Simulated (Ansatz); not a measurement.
PBE exchange is replaced step by step with exact exchange (0 % is PBE, 25 % PBE0; no dispersion term), basis def2-TZVP, Ansatz. System: AgPd3 (the lowest doublet isomer of a short search). The state is a doublet with charge 0. Geometry: PBE0-D4/def2-SVP, each spin state at its own.

The relaxed quartet has other bonds than the doublet, so its gap is one between isomers.

Geometry of the doublet:

```
atom    x (Å)    y (Å)    z (Å)
 Pd1  -0.4736   1.4151  -0.5756
 Pd2   1.4804   0.1659   0.5823
 Pd3  -0.9710  -0.4010   1.2061
 Ag4  -0.0359  -1.1801  -1.2128
```

In the def2 sets Ag, Pd take a core potential; there is no spin–orbit coupling. At PBE-D4/def2-TZVP the gap within one spin of the charge 0 quartet nearly closes, so an electron or hole may be smeared out by delocalisation error. The structure comes from a short search, and lower isomers may exist.

HOMO and LUMO are taken over both spins.

```json
{"exact exchange (%)": "0", "HOMO (eV)": "-4.32", "LUMO (eV)": "-3.74", "gap (eV)": "0.58", "⟨S²⟩": "0.760", "quartet − doublet (kJ/mol)": "124.3"}
{"exact exchange (%)": "5", "HOMO (eV)": "-4.52", "LUMO (eV)": "-3.49", "gap (eV)": "1.03", "⟨S²⟩": "0.764", "quartet − doublet (kJ/mol)": "132.6"}
{"exact exchange (%)": "10", "HOMO (eV)": "-4.72", "LUMO (eV)": "-3.24", "gap (eV)": "1.48", "⟨S²⟩": "0.768", "quartet − doublet (kJ/mol)": "140.5"}
{"exact exchange (%)": "15", "HOMO (eV)": "-4.92", "LUMO (eV)": "-2.99", "gap (eV)": "1.93", "⟨S²⟩": "0.773", "quartet − doublet (kJ/mol)": "141.6"}
{"exact exchange (%)": "25", "HOMO (eV)": "-5.33", "LUMO (eV)": "-2.50", "gap (eV)": "2.83", "⟨S²⟩": "0.784", "quartet − doublet (kJ/mol)": "137.9"}
{"exact exchange (%)": "35", "HOMO (eV)": "-5.73", "LUMO (eV)": "-2.01", "gap (eV)": "3.72", "⟨S²⟩": "0.797", "quartet − doublet (kJ/mol)": "131.2"}
{"exact exchange (%)": "50", "HOMO (eV)": "-6.29", "LUMO (eV)": "-1.36", "gap (eV)": "4.93", "⟨S²⟩": "0.821", "quartet − doublet (kJ/mol)": "116.2"}
```

The spin gap doesn't follow a straight line here, which points to a change of state along the sweep.
